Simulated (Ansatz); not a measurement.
Other settings, tried on Ba2O (the lowest singlet isomer of a short search).

```yaml
crystal:
  periodic: [false, false, false]
  atoms:
    - {symbol: Ba, position_ang: [-0.250869, -1.974688, 0.159026]}
    - {symbol: Ba, position_ang: [0.535979, 1.890936, 0.353153]}
    - {symbol: O, position_ang: [-0.285110, 0.083752, -0.512180]}
basis:
  gaussian: {orbitals: def2-TZVPP}
hamiltonian: {xc: {name: HF}}
correlation: {method: ccsd_t, diis_vectors: 1}
scf: {lower_state_search: off}
```

```sh
$ ansatz run in.yaml --threads 4 --pin off --events-out ev --progress --plain --max-ram 3916MiB
```

It prints (some lines left out):

```
Functional definition: HF
696 factors; integrals over basis functions are off by at most 1.1e-3 eV
mean field evaluation 1: about -3395.2319 eV, gradient 7.1e1 eV
mean field evaluation 2: about -3395.2749 eV, gradient 7.1e1 eV
mean field evaluation 4: about -3405.5809 eV, gradient 1.2e1 eV
mean field evaluation 8: about -3406.1001 eV, gradient 6.1e-1 eV
mean field evaluation 16: about -3406.1061 eV, gradient 8.0e-6 eV
mean field -3406.10608771 eV, -125.1720899816 hartree, gradient 8.0e-6 eV, S^2 0.000000; 0 other end points of the search recorded, 0 dependent functions left out
1 core orbitals not correlated: weight in the atoms' cores, before any rotation towards them, 1.000 or more for the frozen orbitals, at most 0.000 for the correlated occupied ones
reference -3406.10608771 eV, -125.1720899816 hartree; 13, 13 occupied and 97, 97 virtual orbitals, 696 factors
second order -16.34659186 eV of doubles, -0.00000000 eV of singles
cycle   1  -16.00266967 eV  change    3.4e-1 eV  update   1.7e-1
cycle   2  -16.54033370 eV  change   -5.4e-1 eV  update   8.3e-2
cycle   3  -16.63736152 eV  change   -9.7e-2 eV  update   4.0e-2
cycle   4  -16.68094419 eV  change   -4.4e-2 eV  update   1.8e-2
cycle   5  -16.69059198 eV  change   -9.6e-3 eV  update   1.2e-2
cycle   6  -16.69637144 eV  change   -5.8e-3 eV  update   7.6e-3
cycle   7  -16.69740453 eV  change   -1.0e-3 eV  update   4.4e-3
cycle   8  -16.70052625 eV  change   -3.1e-3 eV  update   2.5e-3
cycle   9  -16.70038630 eV  change    1.4e-4 eV  update   1.6e-3
cycle  10  -16.70106696 eV  change   -6.8e-4 eV  update   1.1e-3
cycle  11  -16.70117491 eV  change   -1.1e-4 eV  update   5.9e-4
cycle  12  -16.70144576 eV  change   -2.7e-4 eV  update   3.5e-4
cycle  13  -16.70143506 eV  change    1.1e-5 eV  update   2.1e-4
cycle  14  -16.70148845 eV  change   -5.3e-5 eV  update   1.5e-4
cycle  15  -16.70149517 eV  change   -6.7e-6 eV  update   7.5e-5
cycle  16  -16.70151835 eV  change   -2.3e-5 eV  update   4.6e-5
cycle  17  -16.70151348 eV  change    4.9e-6 eV  update   2.6e-5
perturbative correction -0.76534751 eV, -0.0281260024 hartree
Total energy: -3423.57294870 eV, -125.8139852837 hartree
Checks for a lower state left out: stability, starts, cluster_reference, orbital_swaps, neighbouring_geometries, increment
```

Run time 3.3 s (4 threads of Arm Neoverse V1 on a shared host).

In the def2 sets Ba takes a core potential; there is no spin–orbit coupling. Correlated methods freeze 1 core orbital; core or outer-core shells of Ba are correlated, in sets that lack core-valence functions. T1 of the charge 0 singlet is large (up to 0.022), so the single-reference result is doubtful. The restricted singlet is unstable towards broken spin symmetry at other levels; at RHF, ccsd_t/def2-TZVPP this wasn't settled.
